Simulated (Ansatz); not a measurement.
C2H8OSSi, SMILES `CO[SiH2]SC`. The species carries charge 0 and has multiplicity 1.

Cartesian coordinates in Å:
```
C 1.0984 -1.2953 1.2882
O 0.0862 -1.3770 0.3088
Si -1.2177 -0.3826 0.2856
S -0.7075 1.6658 0.0848
C 0.0368 1.6238 -1.5736
H 1.5560 -0.3006 1.3067
H 0.7042 -1.5155 2.2867
H 1.8650 -2.0329 1.0463
H -2.0095 -0.8476 -0.8764
H -1.9781 -0.4457 1.5616
H 0.3447 2.6418 -1.8092
H -0.6891 1.2917 -2.3155
H 0.9106 0.9741 -1.5941
```

(1) List the harmonic frequencies (cm⁻¹, unscaled) at PBE0-D4/def2-TZVP in Ansatz. (Estimate.)

(2) Is this a minimum?

(3) Give the ideal-gas thermochemistry at 298.15 K and 1 bar (rigid rotor, harmonic oscillator; point group C1, symmetry number 1).

Results:

(1) The calculation gave: 55, 89, 91, 112, 149, 214, 316, 510, 603, 726, 760, 780, 878, 924, 972, 988, 1148, 1183, 1212, 1349, 1468, 1474, 1479, 1495, 1498, 2219, 2249, 3020, 3067, 3084, 3126, 3159, 3165.

(2) Yes, all 33 modes are real.

(3) Zero-point energy 260.6 kJ/mol; H(298) − E = 285.1 kJ/mol; entropy 381.2 J/(mol·K), of which translation 167.3, rotation 114.7, vibration 99.2; G(298) − E = 171.4 kJ/mol. Modes under 100 cm⁻¹ are hindered rotations or soft bends, so the harmonic entropy is rough.
